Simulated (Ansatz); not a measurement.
A nudged elastic band was laid between two geometries of C2H5I + CN (10 atoms, charge -1, multiplicity 1).

These are results of RKS PBE0/def2-SVP (Ansatz 0.2.0), not measurements.

```
movable images  : 5
climbing image  : yes
spring          : 5.0 eV/Å²
optimiser       : quadratic models (default)
start path      : through a guess of the saddle point
force threshold : 0.05 eV/Å
iteration limit : 54
end points      : relaxed
```

Image 0:

```xyz
10
Properties=species:S:1:pos:R:3
I 0.145 -2.714 1.341
C 0.220 -0.779 0.270
C -0.961 0.090 0.591
C 1.130 1.566 -1.585
N 1.721 2.245 -2.341
H 0.283 -1.049 -0.789
H 1.176 -0.335 0.563
H -0.790 1.004 -0.006
H -1.010 0.347 1.660
H -1.913 -0.375 0.295
```

Image 6:

```xyz
10
Properties=species:S:1:pos:R:3
I 0.129 -3.252 1.585
C 0.496 0.035 -0.215
C -0.856 0.355 0.413
C 0.868 0.923 -1.309
N 1.155 1.636 -2.178
H 0.498 -1.015 -0.559
H 1.289 0.065 0.549
H -0.861 1.349 0.887
H -1.057 -0.422 1.167
H -1.660 0.326 -0.339
```

Problem. What changes between the two ends?

Solution. Bonds broken: I1–C2. Bonds formed: C2–C4. C2H5I + CN becomes C3H5N + I.

Problem. Give the energies along the band, and the barrier.

Solution. The run converged. The highest image is number 1 of 0 to 6, 15.7 kJ/mol above the first end and 256.1 kJ/mol above the last; the last end lies 240.3 kJ/mol below the first. Neighbouring images differ by up to 1.4 eV, so the band resolves the path poorly. A vibrational analysis at the climbing image gives one clearly imaginary mode, 348i cm⁻¹: a first-order saddle point. The orbitals stay closed-shell, which can raise the energy where a bond breaks towards radicals; this wasn't checked here. Limits of this set-up: an anion without diffuse functions.

```json
{"image": "0", "path coordinate (Å)": "0.00", "energy (kJ/mol)": "0.0", "I1–C2 (Å)": "2.21", "C2–C4 (Å)": "3.13"}
{"image": "1", "path coordinate (Å)": "0.71", "energy (kJ/mol)": "15.7", "I1–C2 (Å)": "2.52", "C2–C4 (Å)": "2.44"}
{"image": "2", "path coordinate (Å)": "1.25", "energy (kJ/mol)": "-90.0", "I1–C2 (Å)": "3.03", "C2–C4 (Å)": "1.83"}
{"image": "3", "path coordinate (Å)": "1.78", "energy (kJ/mol)": "-222.5", "I1–C2 (Å)": "3.53", "C2–C4 (Å)": "1.46"}
{"image": "4", "path coordinate (Å)": "2.31", "energy (kJ/mol)": "-228.8", "I1–C2 (Å)": "3.67", "C2–C4 (Å)": "1.46"}
{"image": "5", "path coordinate (Å)": "2.84", "energy (kJ/mol)": "-236.6", "I1–C2 (Å)": "3.73", "C2–C4 (Å)": "1.46"}
{"image": "6", "path coordinate (Å)": "3.38", "energy (kJ/mol)": "-240.3", "I1–C2 (Å)": "3.76", "C2–C4 (Å)": "1.46"}
```

Problem. What is the geometry of the highest image?

Solution. 
```xyz
10
Properties=species:S:1:pos:R:3
I 0.098 -2.709 1.359
C 0.316 -0.544 0.088
C -0.925 0.182 0.524
C 1.126 1.224 -1.393
N 1.470 2.075 -2.122
H 0.352 -1.038 -0.878
H 1.277 -0.300 0.530
H -0.942 1.173 0.049
H -0.945 0.307 1.616
H -1.828 -0.371 0.228
```

Time of the run: 6.8 min on 2 threads of Intel(R) Xeon(R) Platinum 8259CL CPU @ 2.50GHz (Skylake/Cascade Lake), with other jobs on the host, peak memory 0.29 GiB.
